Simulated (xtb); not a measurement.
xtb input for CH6BeO2Si, SMILES C[O][Be][O][SiH3], GFN2-xTB. 

```
$ xtb mol.xyz --gfn 2 --sp --chrg 0 --uhf 0 --json
$ cat mol.xyz
11

Be    -0.52337257     0.16946091     0.23757063
O     -1.60917238     0.43361260     1.03142778
C     -2.67677883     0.68287330     1.86069836
H     -2.44832076     1.52095847     2.52773276
H     -3.56540512     0.93296257     1.27148170
H     -2.89468309    -0.20135876     2.46913423
O      0.63330963    -0.13869389    -0.52157154
Si     1.98574040    -0.53300681    -1.28477867
H      1.64827042    -1.55858811    -2.27485650
H      2.91912554    -1.04803907    -0.27914035
H      2.50171289     0.68172697    -1.92077325
```

Log of the run:

```
[banner left out]
          |                Calculation Setup                |
           -------------------------------------------------



           -------------------------------------------------
          |                 G F N 2 - x T B                 |
           -------------------------------------------------

        Reference                      10.1021/acs.jctc.8b01176
      * Hamiltonian:
        H0-scaling (s, p, d)           1.850000    2.230000    2.230000
        zeta-weighting                 0.500000
      * Dispersion:
        s8                             2.700000
        a1                             0.520000
        a2                             5.000000
        s9                             5.000000
      * Repulsion:
        kExp                           1.500000    1.000000
        rExp                           1.000000
      * Coulomb:
        alpha                          2.000000
        third order                    shell-resolved
        anisotropic                    true
        a3                             3.000000
        a5                             4.000000
        cn-shift                       1.200000
        cn-exp                         4.000000
        max-rad                        5.000000


          ...................................................
          :                      SETUP                      :
          :.................................................:
          :  # basis functions                  32          :
          :  # atomic orbitals                  31          :
          :  # shells                           17          :
          :  # electrons                        28          :
          :  max. iterations                   250          :
          :  Hamiltonian                  GFN2-xTB          :
          :  restarted?                      false          :
          :  GBSA solvation                  false          :
          :  PC potential                    false          :
          :  electronic temp.          300.0000000     K    :
          :  accuracy                    1.0000000          :
          :  -> integral cutoff          0.2500000E+02      :
          :  -> integral neglect         0.1000000E-07      :
          :  -> SCF convergence          0.1000000E-05 Eh   :
          :  -> wf. convergence          0.1000000E-03 e    :
          :  Broyden damping             0.4000000          :
          :  net charge                          0          :
          :  unpaired electrons                  0          :
          ...................................................

 iter      E             dE          RMSdq      gap      omega  full diag
   1     -5.3221138 -0.532211E+01  0.217E+01    1.85       0.0  T
   2    -13.1952380 -0.787312E+01  0.190E+01    5.54       1.0  T
   3    -14.3818258 -0.118659E+01  0.888E+00    7.38       1.0  T
   4    -15.9782449 -0.159642E+01  0.667E+00    6.29       1.0  T
   5    -15.5915634  0.386682E+00  0.440E+00    6.81       1.0  T
   6    -14.4845749  0.110699E+01  0.712E+00    4.17       1.0  T
   7    -16.0394203 -0.155485E+01  0.121E+00    6.22       1.0  T
   8    -15.9916457  0.477746E-01  0.125E+00    6.40       1.0  T
   9    -15.9954637 -0.381799E-02  0.129E+00    6.08       1.0  T
  10    -16.0349800 -0.395164E-01  0.502E-01    6.18       1.0  T
  11    -16.0402374 -0.525733E-02  0.247E-01    6.21       1.0  T
  12    -16.0417832 -0.154586E-02  0.339E-02    6.24       1.0  T
  13    -16.0417832 -0.143882E-08  0.247E-02    6.24       1.2  T
  14    -16.0417834 -0.179236E-06  0.507E-03    6.24       5.9  T
  15    -16.0417836 -0.184674E-06  0.262E-03    6.24      11.5  T
  16    -16.0417837 -0.953085E-07  0.131E-03    6.24      23.0  T
  17    -16.0417837 -0.328071E-07  0.398E-04    6.24      75.8  T
  18    -16.0417837 -0.268903E-08  0.566E-05    6.24     533.0  T

   *** convergence criteria satisfied after 18 iterations ***

         #    Occupation            Energy/Eh            Energy/eV
      -------------------------------------------------------------
         1        2.0000           -0.7306482             -19.8820
       ...           ...                  ...                  ...
         8        2.0000           -0.4782438             -13.0137
         9        2.0000           -0.4661906             -12.6857
        10        2.0000           -0.4661302             -12.6840
        11        2.0000           -0.4249500             -11.5635
        12        2.0000           -0.4248575             -11.5610
        13        2.0000           -0.4001150             -10.8877
        14        2.0000           -0.3999338             -10.8828 (HOMO)
        15                         -0.1706506              -4.6436 (LUMO)
        16                         -0.1493764              -4.0647
        17                         -0.1482506              -4.0341
        18                         -0.1078129              -2.9337
        19                         -0.1073099              -2.9201
       ...                                ...                  ...
        31                          0.9424943              25.6466
      -------------------------------------------------------------
                  HL-Gap            0.2292832 Eh            6.2391 eV
             Fermi-level           -0.2852922 Eh           -7.7632 eV

 SCC (total)                   0 d,  0 h,  0 min,  0.009 sec
 SCC setup                      ...        0 min,  0.000 sec (  1.252%)
 Dispersion                     ...        0 min,  0.000 sec (  0.558%)
 classical contributions        ...        0 min,  0.000 sec (  1.529%)
 integral evaluation            ...        0 min,  0.001 sec ( 11.061%)
 iterations                     ...        0 min,  0.005 sec ( 59.165%)
 molecular gradient             ...        0 min,  0.002 sec ( 25.100%)
 printout                       ...        0 min,  0.000 sec (  1.151%)

         :::::::::::::::::::::::::::::::::::::::::::::::::::::
         ::                     SUMMARY                     ::
         :::::::::::::::::::::::::::::::::::::::::::::::::::::
         :: total energy             -15.897466933474 Eh    ::
         :: gradient norm              0.000689297433 Eh/a0 ::
         :: HOMO-LUMO gap              6.239113223270 eV    ::
         ::.................................................::
         :: SCC energy               -16.041794575322 Eh    ::
         :: -> isotropic ES            0.012106442318 Eh    ::
         :: -> anisotropic ES          0.004774758571 Eh    ::
         :: -> anisotropic XC          0.000703271894 Eh    ::
         :: -> dispersion             -0.004540238555 Eh    ::
         :: repulsion energy           0.144327641848 Eh    ::
         :: add. restraining           0.000000000000 Eh    ::
         :: total charge               0.000000000000 e     ::
         :::::::::::::::::::::::::::::::::::::::::::::::::::::

           -------------------------------------------------
          |                Property Printout                |
           -------------------------------------------------

    * Orbital Energies and Occupations

         #    Occupation            Energy/Eh            Energy/eV
      -------------------------------------------------------------
         1        2.0000           -0.7306482             -19.8820
         2        2.0000           -0.6841418             -18.6164
         3        2.0000           -0.6178799             -16.8134
         4        2.0000           -0.6082492             -16.5513
         5        2.0000           -0.5360979             -14.5880
         6        2.0000           -0.5322592             -14.4835
         7        2.0000           -0.5322383             -14.4829
         8        2.0000           -0.4782438             -13.0137
         9        2.0000           -0.4661906             -12.6857
        10        2.0000           -0.4661302             -12.6840
        11        2.0000           -0.4249500             -11.5635
        12        2.0000           -0.4248575             -11.5610
        13        2.0000           -0.4001150             -10.8877
        14        2.0000           -0.3999338             -10.8828 (HOMO)
        15                         -0.1706506              -4.6436 (LUMO)
        16                         -0.1493764              -4.0647
        17                         -0.1482506              -4.0341
        18                         -0.1078129              -2.9337
        19                         -0.1073099              -2.9201
        20                         -0.0399470              -1.0870
        21                          0.0336046               0.9144
        22                          0.0338878               0.9221
        23                          0.1371405               3.7318
        24                          0.1814504               4.9375
        25                          0.2022961               5.5048
       ...                                ...                  ...
        31                          0.9424943              25.6466
      -------------------------------------------------------------
                  HL-Gap            0.2292832 Eh            6.2391 eV
             Fermi-level           -0.2852922 Eh           -7.7632 eV

     #   Z          covCN         q      C6AA      α(0)
     1   4 Be       1.530     0.664    14.875     9.421
     2   8 O        1.583    -0.464    22.179     6.355
     3   6 C        3.633     0.063    19.910     6.423
     4   1 H        0.924     0.037     2.493     2.469
     5   1 H        0.924     0.037     2.493     2.469
     6   1 H        0.924     0.037     2.493     2.469
     7   8 O        1.501    -0.554    24.224     6.637
     8  14 Si       3.584     0.503    98.271    19.055
     9   1 H        0.918    -0.107     5.801     3.767
    10   1 H        0.918    -0.108     5.872     3.790
    11   1 H        0.918    -0.106     5.794     3.765

 Mol. C6AA /au·bohr⁶  :       1522.273380
 Mol. C8AA /au·bohr⁸  :      45642.429317
 Mol. α(0) /au        :         66.619890


Wiberg/Mayer (AO) data.
largest (>0.10) Wiberg bond orders for each atom

 ---------------------------------------------------------------------------
     #   Z sym  total        # sym  WBO       # sym  WBO       # sym  WBO
 ---------------------------------------------------------------------------
     1   4 Be   2.222 --     2 O    1.140     7 O    0.988
     2   8 O    2.230 --     1 Be   1.140     3 C    1.005
     3   6 C    3.948 --     2 O    1.005     4 H    0.976     6 H    0.976
                             5 H    0.976
     4   1 H    0.998 --     3 C    0.976
     5   1 H    0.998 --     3 C    0.976
     6   1 H    0.998 --     3 C    0.976
     7   8 O    2.263 --     8 Si   1.157     1 Be   0.988
     8  14 Si   3.893 --     7 O    1.157    11 H    0.891     9 H    0.891
                            10 H    0.890
     9   1 H    0.989 --     8 Si   0.891
    10   1 H    0.988 --     8 Si   0.890
    11   1 H    0.989 --     8 Si   0.891
 ---------------------------------------------------------------------------

Topologies differ in total number of bonds
Writing topology from bond orders to xtbtopo.mol

molecular dipole:
                 x           y           z       tot (Debye)
 q only:       -0.388       0.099       0.275
   full:       -0.570       0.156       0.366       1.766
molecular quadrupole (traceless):
                xx          xy          yy          xz          yz          zz
 q only:        1.463      -0.783      -1.324      -2.041       0.531      -0.139
  q+dip:       -0.082       0.048      -0.025      -0.082       0.005       0.107
   full:        0.663      -0.364      -0.631      -0.970       0.246      -0.032
Note: The following floating-point exceptions are signalling: IEEE_UNDERFLOW_FLAG IEEE_DENORMAL
normal termination of xtb


           -------------------------------------------------
          | TOTAL ENERGY              -15.897466933474 Eh   |
          | GRADIENT NORM               0.000689297433 Eh/α |
          | HOMO-LUMO GAP               6.239113223270 eV   |
           -------------------------------------------------

------------------------------------------------------------------------
------------------------------------------------------------------------
 total:
 SCF:
```

The calculation finished and met its thresholds.
